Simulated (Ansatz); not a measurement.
Q: Name a neutral molecule of B, N, S, Si and H with HOMO energy (B3LYP/def2-TZVPP) between -7.40 and -7.10 eV and LUMO energy (ωB97M-V/def2-TZVPP) between 1.05 and 1.35 eV (Ansatz, PBE0-D4/def2-TZVP geometry).

A: `NB(S)[SiH2][SiH3]` (-7.15 eV, 1.33 eV). Other molecules can fit too; these were computed, each in one conformer that needn't be the lowest.

B3LYP here is the variant with VWN-RPA as its local correlation; programs differ in this.
